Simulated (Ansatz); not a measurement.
Relaxation of Cl2FH4HfNO (10 atoms, charge 0, multiplicity 1), to a largest force component of 0.03 eV/Å in at most 50 steps.

These are results of RKS LDA/def2-SVP (Ansatz), not measurements.

```xyz
10
Properties=species:S:1:pos:R:3:forces:R:3
Hf 0.091 -0.135 -0.086 -0.31 -0.04 1.15
F 0.111 -0.260 1.858 0.05 0.06 -0.97
O 1.878 -0.301 -0.653 0.01 0.00 0.00
H 2.793 -0.391 -0.958 -0.01 0.00 0.01
Cl -0.658 1.951 -0.835 0.00 0.00 0.00
Cl -1.085 -1.902 -1.073 0.00 -0.01 0.00
N -2.881 0.022 1.553 0.77 -0.08 0.07
H -3.026 -0.762 0.906 0.00 0.01 0.00
H -2.896 0.919 1.052 0.00 0.00 0.00
H -1.993 -0.093 2.087 -0.50 0.07 -0.25
```

**Question.** Where does it end, and by what steps?

**Answer.** The forces met the threshold. The force dipped under the threshold on the way, but the program's further checks kept it going. After 11 steps the energy has fallen by 1.081 eV; N7 moved furthest, 0.74 Å. Joined: Hf1–N7 (3.40 → 2.39 Å).

```csv
step,energy less start (eV),largest force component (eV/Å),accepted
0,0.0000,1.147,yes
1,-0.1330,0.811,yes
2,-0.2927,1.142,yes
3,-0.4067,1.456,yes
4,-0.8447,0.938,yes
5,-0.6537,4.667,no
6,-1.0095,0.376,yes
7,-1.0704,0.354,yes
8,-1.0786,0.159,yes
9,-1.0802,0.024,yes
10,-1.0799,0.075,no
11,-1.0805,0.015,yes
```

```xyz
10
Properties=species:S:1:pos:R:3
Hf -0.121 -0.143 0.114
F 0.301 -0.311 1.971
O 1.628 -0.273 -0.626
H 2.522 -0.340 -0.991
Cl -0.725 2.024 -0.646
Cl -1.140 -2.023 -0.918
N -2.285 0.011 1.121
H -2.901 -0.746 0.784
H -2.731 0.914 0.896
H -2.213 -0.065 2.148
```

The run took 11 s on 4 threads of Intel(R) Xeon(R) 6975P-C (Granite Rapids), with other jobs on the host, peak memory 0.21 GiB.
